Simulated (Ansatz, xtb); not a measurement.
**A geometry optimisation of CH3F2Ge+ with r2SCAN-D4/def2-SVP**

The starting geometry of this gas-phase singlet has its atoms placed at random.

| atom | x (Å) | y (Å) | z (Å) |
| --- | --- | --- | --- |
| C | -0.9808 | -0.6305 | -0.0159 |
| F | 1.2402 | -0.4739 | -1.4234 |
| F | -1.8611 | 0.3214 | 0.8030 |
| Ge | 0.5146 | -0.0200 | 0.5825 |
| H | -1.9224 | -0.3751 | -0.9414 |
| H | 1.6925 | 0.7991 | 0.8124 |
| H | -1.5493 | -0.4371 | 0.6978 |

Q: Guess where an optimisation with r2SCAN-D4/def2-SVP ends from this start.

A: It ends as `F[CH2][GeH+][F]`. Distances that change by over a tenth: C1–Ge4 (1.72 → 1.97 Å), C1–H7 (0.93 → 1.11 Å). Contacts that open: F3–H7 (0.83 → 2.04 Å). Contacts that close: C1–F3 (1.53 → 1.34 Å), C1–H5 (1.34 → 1.11 Å), F2–Ge4 (2.18 → 1.70 Å).

The energy falls by 12.90 eV over 15 steps:

```json
{"step": "1", "E − E(last) (eV)": "12.899"}
{"step": "3", "E − E(last) (eV)": "4.366"}
{"step": "4", "E − E(last) (eV)": "3.451"}
{"step": "6", "E − E(last) (eV)": "2.722"}
{"step": "7", "E − E(last) (eV)": "1.389"}
{"step": "9", "E − E(last) (eV)": "0.128"}
{"step": "10", "E − E(last) (eV)": "0.043"}
{"step": "12", "E − E(last) (eV)": "0.002"}
{"step": "13", "E − E(last) (eV)": "0.000"}
{"step": "15", "E − E(last) (eV)": "0.000"}
```

Final geometry (Å):

```yaml
atoms:
  - { symbol: C, position_ang: [-1.3396, -0.2516, 0.1557] }
  - { symbol: F, position_ang: [1.4197, -0.9198, -1.0423] }
  - { symbol: F, position_ang: [-1.8720, 0.6140, 1.0357] }
  - { symbol: Ge, position_ang: [0.5947, 0.0913, 0.0408] }
  - { symbol: H, position_ang: [-1.7497, -0.1256, -0.8662] }
  - { symbol: H, position_ang: [1.5413, 1.0828, 0.7201] }
  - { symbol: H, position_ang: [-1.4605, -1.3072, 0.4713] }
```

From the same start GFN2-xTB reaches the same bonding as this run.

From so rough a start the end depends on the optimiser's path, so another program may land elsewhere. No frequencies were run, so the end isn't proven a minimum. Run with Ansatz 0.2.0, 28 s on 2 threads of Arm Neoverse V1, on a shared host.
